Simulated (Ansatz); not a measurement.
Gas-phase electronic energies from Ansatz, PBE0-D4/def2-TZVP geometries. CCSD(T)/CBS is the MP2 limit (def2-TZVPP, def2-QZVPP) plus CCSD(T) − MP2 in def2-TZVPP, frozen cores. DFT in def2-TZVPP. For Ge outer-core shells are correlated without core-valence functions, which leaves a few kJ/mol of doubt a bond. Scalar relativity is left out up to krypton. Each species was taken in one conformer, which may not be the lowest.

Consider the redistribution: `CB(S)C(N)F` + `[F][Ge]([Cl])([Cl])[Cl]` → `CB(F)C(N)F` + `[SH][Ge]([Cl])([Cl])[Cl]`.

`CB(S)C(N)F`:

Z-matrix (Å, degrees):
```
C
B 1 1.557
H 1 1.096 2 110.1
H 1 1.096 2 108.9 3 -114.6
H 1 1.090 2 114.8 3 123.2
S 2 1.782 1 120.4 3 -125.6
C 2 1.595 1 120.5 3 52.1
H 6 1.347 2 96.4 1 -179.1
N 7 1.412 2 115.5 1 150.4
F 7 1.421 2 108.9 1 23.6
H 7 1.100 2 107.5 1 -88.9
H 9 1.011 7 112.4 2 -60.6
H 9 1.011 7 112.7 2 175.3
```

`[F][Ge]([Cl])([Cl])[Cl]`:

```xyz
5

F     1.194    0.276    1.252
Ge    0.028    0.006    0.029
Cl   -1.867    0.415    0.852
Cl    0.463    1.311   -1.566
Cl    0.182   -2.008   -0.568
```

`CB(F)C(N)F`:

Z-matrix (Å, degrees):
```
C
B 1 1.555
H 1 1.098 2 107.8
H 1 1.091 2 112.8 3 -116.5
H 1 1.092 2 112.7 3 117.8
F 2 1.325 1 119.8 3 -91.1
C 2 1.593 1 122.8 3 89.6
N 7 1.412 2 113.2 1 -45.1
F 7 1.412 2 110.6 1 -172.8
H 7 1.101 2 107.1 1 73.5
H 8 1.011 7 112.7 2 174.3
H 8 1.011 7 113.0 2 -61.4
```

`[SH][Ge]([Cl])([Cl])[Cl]`:

Cartesian coordinates in Å:
```
S 0.330 1.312 -1.243
Ge -0.220 -0.353 0.067
Cl -1.620 -1.547 -0.993
Cl 1.456 -1.554 0.600
Cl -1.103 0.307 1.888
H 1.157 1.835 -0.319
```

```json
{"level": "PBE-D4", "ΔE (kJ/mol)": "-36.6"}
{"level": "r2SCAN-D4", "ΔE (kJ/mol)": "-35.3"}
{"level": "PBE0-D4", "ΔE (kJ/mol)": "-40.5"}
{"level": "PBE", "ΔE (kJ/mol)": "-36.9"}
{"level": "CCSD/def2-TZVPP", "ΔE (kJ/mol)": "-40.1"}
{"level": "MP2/def2-QZVPP", "ΔE (kJ/mol)": "-37.4"}
{"level": "MP2/CBS(def2)", "ΔE (kJ/mol)": "-38.8"}
{"level": "CCSD/CBS(def2)", "ΔE (kJ/mol)": "-42.3"}
```

Task: What does CCSD(T)/CBS give? (Estimate.)

Result: The calculation gave: -39.1 kJ/mol. The listed levels differ from it by 2.5, 3.8, -1.4, 2.2, -1.0, 1.7, 0.3, -3.2 kJ/mol.

Largest T1 diagnostic among the species: 0.013.

From PBE to PBE0 (25 % exact exchange), in def2-TZVPP and without D4, ΔE moves by −3.7 kJ/mol. In def2-TZVPP, CCSD(T) changes the Hartree–Fock value by +14.9 kJ/mol (the triples alone add +3.2 kJ/mol) and MP2 by +15.2 kJ/mol.
